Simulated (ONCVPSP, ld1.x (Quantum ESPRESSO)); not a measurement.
Potentials for phosphorus compared

Generated with ld1.x 7.5 (TM, RRKJ, ultrasoft, PAW), atompaw 4.2 or ONCVPSP 4.0.1. The cutoff is in Ry: for ld1.x and atompaw files where the sum of valence levels is converged to 10 mRy in a Bessel basis, for ONCV files where the hardest occupied wave has 1 mHa per electron of residual kinetic energy. The error is the largest all-electron minus pseudo excitation energy over each file’s own four to seven test configurations (ionisations up to +4, promotions, holes and added fractions of an electron), all of which were solved. The labels leave out finer settings (local radius, basis sizes, second energies), which also bear on the numbers. Spin-polarised tests are not counted. The rows are a selection from randomly drawn settings: files with unsolved tests, undetermined cutoffs or missed reference levels are left out.

| potential | cutoff (Ry) | largest error (meV) | bound ghosts |
| --- | --- | --- | --- |
| ONCV, revPBE, scalar-relativistic, rc 0.80/0.85/0.60 (spd), local smoothed, core correction yes, reference 2s2 2p6 3s2 3p3, qcut 14.8/13.2/15.2, projectors 2/2/2 | 192 | +12 | none |
| TM, PBE, fully relativistic, rc 1.50/1.45/1.35 (spd), local smoothed, core correction yes, reference 3s2 3p3 | 35 | +77 | none |
| ONCV, PBE, scalar-relativistic, rc 0.75/1.00/0.85 (spd), local smoothed, core correction yes, reference 2s2 2p6 3s2 3p3, qcut 17.7/11.7/11.4, projectors 2/3/2 | 306 | +12 | none |
| ONCV, PBE, scalar-relativistic, rc 1.65/2.05/1.90 (spd), local smoothed, core correction yes, reference 3s2 3p3, qcut 4.9/4.6/5.4, projectors 2/1/3 | 20 | -27 | none |
| ONCV, PBE, non-relativistic, rc 1.75/2.05 (sp), local smoothed, core correction yes, reference 3s2 3p3, qcut 3.8/3.4, projectors 2/1 | 27 | +94 | none |
| TM, PBE, non-relativistic, rc 1.60/1.35 (sp), local s, core correction yes, reference 3s2 3p3 | 50 | +28 | none |

Question: Fill in the row for P: PAW, LDA (PZ), scalar-relativistic, rc 1.55/1.60 (sp), local smoothed, core correction yes, reference 3s2 3p1.

Answer: cutoff 15 Ry, largest error -88 meV, bound ghosts: none.

Question: Fill in the row for P: ONCV, PBE, scalar-relativistic, rc 1.55/1.55 (sp), local smoothed, core correction yes, reference 3s2 3p2, qcut 3.3/4.2, projectors 1/2.

Answer: cutoff 104 Ry, largest error +58 meV, bound ghosts: none.
